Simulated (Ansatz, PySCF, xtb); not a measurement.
Energy difference R1 + R2 → P1 + P2, each structure at its B3LYP-D3(BJ)/def2-TZVP stationary point, reached from a drawn start (curvature not checked).
R1, SiH4 (SMILES [SiH4]) (charge 0, multiplicity 1):
```tsv
atom	x (Å)	y (Å)	z (Å)
Si	0.0000	0.0000	0.0000
H	-0.1692	1.2234	-0.8159
H	-0.7439	0.1479	1.2712
H	1.4370	-0.2047	0.2902
H	-0.5239	-1.1666	-0.7455
```
P1, Si2H6 (SMILES [SiH3][SiH3]) (charge 0, multiplicity 1):
```xyz
8

Si    -1.1661     0.1185    -0.0175
Si     1.1661    -0.1185     0.0175
H     -1.7630    -0.8118    -1.0064
H     -1.5367     1.5059    -0.3883
H     -1.7339    -0.1825     1.3192
H      1.5367    -1.5059     0.3883
H      1.7630     0.8118     1.0064
H      1.7339     0.1825    -1.3192
```
R2, H3ISi (SMILES [SiH3]I) (charge 0, multiplicity 1, Z-matrix in Å and degrees):
```
Si
H 1 1.4759
H 1 1.4759 2 110.55
H 1 1.4759 2 110.55 3 122.76
I 1 2.4592 2 108.36 4 118.62
```
P2, HI (SMILES I) (charge 0, multiplicity 1):
```csv
atom,x (Å),y (Å),z (Å)
I,0.8077,0.0000,0.0000
H,-0.8077,0.0000,0.0000
```

P less R. No zero-point or thermal terms; no spin–orbit coupling.

Programs: Ansatz (an electronic-structure program); PySCF for the D3/D4 terms; xtb for the GFN methods. All values are computed, each at the level named. Elements past Kr take the def2 small-core potentials, without spin–orbit coupling.

Task: Give the reaction energy at the level GFN2-xTB.

Result: 154 kJ/mol

Task: What reaction energy does BHLYP-D4/def2-TZVPP give?

Result: 86 kJ/mol

Task: Estimate the reaction energy that B97M-V/def2-TZVPP returns for this input.

Result: 68 kJ/mol
